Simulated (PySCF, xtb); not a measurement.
5-ethynylpyrimidine (C6H4N2), SMILES C#Cc1cncnc1.

GFN2-xTB (xtb) at its own geometry gives an orbital gap of 2.61 eV and a dipole moment of 2.34 D.

The structure is a stationary point at PBE0-D3(BJ)/def2-SVP.

Q: What does ωB97X/def2-TZVP in PySCF give? (The exact figures need the calculation; the answer reports its results.)

A: gap 10.06 eV (levels -9.73 and 0.32 eV), dipole 1.95 D.
